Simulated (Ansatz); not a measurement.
C2H6N, SMILES [CH2]NC, multiplicity 2.

Geometry: ωB97X-D3(BJ)/def2-TZVP. The isomer is the one that the SMILES or the coordinates give; other isomers of the formula were not compared.

Two levels are set side by side: PBE/def2-SVPD (Ansatz, a quantum-chemistry and plane-wave program) and ωB97X-V/def2-SVPD (Ansatz). Energy differences of separate SCF runs at the same geometry; the states with an electron removed or added have multiplicity 1 and 1. Differences are taken from unrounded values.

| quantity | ωB97X-V | PBE | PBE minus ωB97X-V |
|---|---|---|---|
| vertical ionisation energy (eV) | 6.66 | 6.58 | -0.09 |

On these quantities the two levels nearly agree.
